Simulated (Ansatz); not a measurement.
Reaction (ligand exchange at a B–Te bond): `NB(O)[TeH]` + HCl → `NB(O)Cl` + H₂Te

Isolated molecules relaxed with PBE0-D4/def2-TZVP in Ansatz; ΔE leaves out vibrations. CBS: MP2 limit from def2 TZ/QZ plus the TZ coupled-cluster correction, frozen cores. This one scheme is used for every species. Functionals use def2-TZVPP. def2 core potentials past Kr. For Te outer-core shells are correlated without core-valence functions, which leaves a few kJ/mol of doubt a bond. Each species was taken in one conformer, which may not be the lowest.

| level | ΔE (kJ/mol) |
| --- | --- |
| PBE-D4 | -56.5 |
| HF/CBS(def2) | -71.2 |

Problem. What does CCSD(T)/CBS give? (Best estimate.)

Solution. The calculation gave: -53.1 kJ/mol. The listed levels differ from it by -3.4, -18.1 kJ/mol.

Problem. What do rigid-rotor, harmonic-oscillator terms from PBE0-D4/def2-TZVP frequencies (298.15 K, 1 bar) make of the CCSD(T)/CBS value? (An estimate is asked.)

Solution. Ansatz gave: ΔZPE = -0.1 kJ/mol, ΔH = -55.1 kJ/mol, ΔS = 6 J/(mol·K), ΔG = -56.8 kJ/mol.

Largest T1 diagnostic among the species: 0.011.

In def2-TZVPP, CCSD(T) changes the Hartree–Fock value by +14.6 kJ/mol (the triples alone add +2.1 kJ/mol) and MP2 by +18.3 kJ/mol. At CCSD(T), def2-SVP lies −17.1 kJ/mol from the extrapolated value and def2-TZVPP −4.0 kJ/mol. Leaving LDA and LC-ωPBE aside and taking each functional with its dispersion term where it has one, the values, not all of them listed here, spread over 14.1 kJ/mol, from B97M-V to revPBE-D4.
